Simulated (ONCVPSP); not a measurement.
**tantalum (Ta), ONCV: configuration errors across variants**

```
Element                 : Ta
Generator               : ONCVPSP 4.0.1
Type                    : optimised norm-conserving Vanderbilt (ONCV)
Functional              : PBE
Relativity              : scalar-relativistic
Frozen core             : [Kr] 4d10 4f14
Valence charge          : 13
Reference configuration : 5s2 5p6 5d3 (charge +2)
Partial waves           : 5s: rc 1.85 bohr, ncon 5, nbas 8, qcut 8.3 1/bohr, 3 projectors, debl 1.6 Ha; 5p: rc 2.15 bohr, ncon 4, nbas 8, qcut 5.4 1/bohr, 2 projectors, debl 2.9 Ha; 5d: rc 1.95 bohr, ncon 3, nbas 8, qcut 4.3 1/bohr, 2 projectors, debl 1.5 Ha
Local potential         : polynomial inside 1.55 bohr (lpopt 2, dvloc0 0 Ha)
Core correction         : polynomial model core, fcfact 0.55
```

In the s channel the program set the typed energies aside and used -3.254, 0.050, 1.650 Ha.

All-electron excitation energies from the reference (eV): (1) 5s2 5p6 5d3 6s2 -23.440; (2) 5s2 5p6 5d3 6s1 -14.972; (3) 5s2 5p6 5d2 23.604; (4) 5s2 5p6 5d2 6s2 -15.759.

2 further variants failed, have other tests or another functional or relativity, and are left out.

Errors AE − PS in meV (a dash: test not solved or not reliable):

| change | (1) | (2) | (3) | (4) | bound ghosts | GHOST(+) flags above zero |
| --- | --- | --- | --- | --- | --- | --- |
| base | +4.1 | +3.1 | -18 | +5.4 | none | s |
| p: rc 1.85, qcut 6.3, nproj 0; local potential the p channel | +3.9 | +3.0 | -15 | +5.7 | none | none |
| d: rc 2.68 | -12 | -4.8 | +47 | +37 | none | s |
| core correction polynomial model core, fcfact 0.62 | +4.1 | +3.1 | -18 | +5.3 | none | s |
| d: qcut 3.3 | +5.6 | +3.2 | -13 | +15 | none | s |
| s: nproj 2 | +4.8 | +3.5 | -18 | +6.2 | none | none |
| s: rc 2.12 | +1.6 | +2.2 | -18 | +0.1 | none | s |

Question: Give the same row for: all radii but the core radius scaled by about 0.96 (s 1.78, p 2.08, d 1.88 bohr); local potential polynomial inside 1.50 bohr (lpopt 2, dvloc0 0 Ha).

Answer: +4.4, +3.3, -20, +3.2; bound ghosts: none; GHOST(+) flags above zero: s.
